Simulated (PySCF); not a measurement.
# C₆ coefficients of unlike pairs at UHF

Calculated with PySCF 2.14 from the dipole response of each species, C₆(A,B) = (3/π) ∫ α_A(iu) α_B(iu) du, in atomic units, from isotropic polarisabilities. For ions this is the dispersion term alone; charge-induced terms of lower order in 1/R come first.

```
species           configuration                                                                      basis      relativity  α (bohr³)  C₆ (like pair)
   Kr³⁺  [Ar] 3d10 4s2 4p3 (4S)                                    aug-cc-pVTZ-PP with ECP10MDF (6s5p4d2f)  core potential      5.581           21.52
   Mo³⁺           [Kr] 4d3 (4F)                                aug-cc-pwCVTZ-PP with ECP28MDF (8s8p7d4f3g)  core potential      5.445           24.14
     I⁺  [Kr] 4d10 5s2 5p4 (3P)                                aug-cc-pV5Z-PP with ECP28MDF (8s8p6d4f3g2h)  core potential      20.11           172.7
    Ne⁺       [He] 2s2 2p5 (2P)  x2c-TZVPPall with one added diffuse shell each of s, p, d type (6s4p3d1f)   spin-free X2C      1.240           2.124
```

(1) Estimate C₆ for Ne⁺ with Kr³⁺.

No spin-orbit coupling is included.

The other pairs:

```csv
pair,C₆
"I⁺, Kr³⁺",59.61
"Ne⁺, I⁺",16.69
"Mo³⁺, Kr³⁺",22.62
"Ne⁺, Mo³⁺",6.983
"I⁺, Mo³⁺",61.52
```

Answers

(1) The integral gives 6.375. The combination rule 2 C_A C_B / (C_A α_B/α_A + C_B α_A/α_B) gives 6.376 and the geometric mean 6.762.
